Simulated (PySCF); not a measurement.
Isomers of C6H5F3, mass 134.034 u with the commonest isotopes. The calculation used PBE0-D3(BJ)/def2-SVP geometry optimisation, gas phase (PySCF 2.14.0). One conformer each, none proved a minimum here; rigid rotors.

Problem. Order these by out-of-plane moment Σ m c² = (Ia + Ib − Ic)/2, smallest first.
A. `FC(F)(F)C#CC1CC1`
B. `[CH:1]#[C:2][C@H:3]([CH3:4])[C:5]([F:6])=[C:7]([F:8])[F:9]` with C2–C3–C5–F6 -132°
C. `[CH2:1]=[CH:2]/[CH:3]=[CH:4]\[C:5]([F:6])=[C:7]([F:8])[F:9]` with C1–C2–C3–C4 180°, C3–C4–C5–F6 -1°

Solution. C (0.02 u·Å²), A (59.37 u·Å²), B (71.36 u·Å²).

Problem. Order these by rotational constant B, largest first.
A. `[CH2:1]=[CH:2]/[CH:3]=[CH:4]\[C:5]([F:6])=[C:7]([F:8])[F:9]` with C1–C2–C3–C4 180°, C3–C4–C5–F6 -1°
B. `FC(C#CC1CC1)(F)F`
C. `[CH:1]#[C:2][C@H:3]([CH3:4])[C:5]([F:6])=[C:7]([F:8])[F:9]` with C2–C3–C5–F6 -132°

Solution. C (1260 MHz), A (765.7 MHz), B (671.7 MHz).

Problem. Order these by dipole moment, smallest first.
A. `FC(F)(F)C#CC1CC1`
B. `[CH:1]#[C:2][C@H:3]([CH3:4])[C:5]([F:6])=[C:7]([F:8])[F:9]` with C2–C3–C5–F6 -132°
C. `[CH2:1]=[CH:2]/[CH:3]=[CH:4]\[C:5]([F:6])=[C:7]([F:8])[F:9]` with C1–C2–C3–C4 180°, C3–C4–C5–F6 -1°

Solution. C (1.18 D), B (1.54 D), A (3.74 D).

| SMILES | point group | Ia (u·Å²) | Ib (u·Å²) | Ic (u·Å²) | κ | μa (D) | μb (D) | μc (D) |
| --- | --- | --- | --- | --- | --- | --- | --- | --- |
| FC(F)(F)C#CC1CC1 | near Cs | 123.05 | 752.44 | 756.75 | -1.00 | 3.74 | 0.00 | 0.20 |
| C=C/C=C\C(F)=C(F)F | – | 114.52 | 660.04 | 774.51 | -0.94 | 0.65 | 0.99 | 0.00 |
| C#C[C@H](C)C(F)=C(F)F | C1 | 236.87 | 401.02 | 495.18 | -0.57 | 1.36 | 0.33 | 0.64 |
